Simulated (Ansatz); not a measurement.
`N[SiH](F)[SeH]` + `N[SiH](F)S` → `N[Si@@H](F)S[Si@@H](N)F` + H₂Se  (ligand exchange at the Si–Se bond)

Program: Ansatz. Geometries: PBE0-D4/def2-TZVP. ΔE: electronic, gas phase. CCSD(T)/CBS adds triple-zeta CCSD(T) − MP2 to the extrapolated MP2 energy (def2 sets, frozen cores). DFT in def2-TZVPP. For Se outer-core shells are correlated without core-valence functions, which leaves a few kJ/mol of doubt a bond. Scalar relativity is left out up to krypton. One conformer a species, not always the lowest.

(1) Is it downhill or uphill in electronic energy at CCSD(T)/CBS, and by how much? (Estimate.)

(2) What do these levels give: LDA (SPW92), revPBE-D4, r2SCANh-D4, r2SCAN0-D4, BHLYP, CAM-B3LYP, RPA@PBE/def2-TZVPP, HF/def2-SVP, MP2/def2-SVP, HF/def2-TZVPP, CCSD/def2-TZVPP, CCSD(T)/def2-TZVPP? (Estimate.)

Largest T1 diagnostic among the species: 0.011.

Results:

(1) Ansatz gave: Downhill: ΔE = -8.6 kJ/mol.

(2) Computed: LDA (SPW92) -9.4, revPBE-D4 -11.9, r2SCANh-D4 -10.8, r2SCAN0-D4 -10.4, BHLYP -6.3, CAM-B3LYP -7.5, RPA@PBE/def2-TZVPP -10.0, HF/def2-SVP -11.7, MP2/def2-SVP -15.9, HF/def2-TZVPP -5.4, CCSD/def2-TZVPP -8.5, CCSD(T)/def2-TZVPP -9.9 kJ/mol.

The D4 term adds −7.0 kJ/mol with B3LYP and −4.2 kJ/mol with PBE0; it sums over pairs of atoms, weighted by their polarisabilities, and B3LYP, whose exchange is more repulsive, gets the larger term. In def2-TZVPP, CCSD(T) changes the Hartree–Fock value by −4.4 kJ/mol (the triples alone add −1.4 kJ/mol) and MP2 by −4.5 kJ/mol. At CCSD(T), def2-SVP lies −8.1 kJ/mol from the extrapolated value and def2-TZVPP −1.3 kJ/mol.

B3LYP here is the variant with VWN-RPA as its local correlation; programs differ in this.
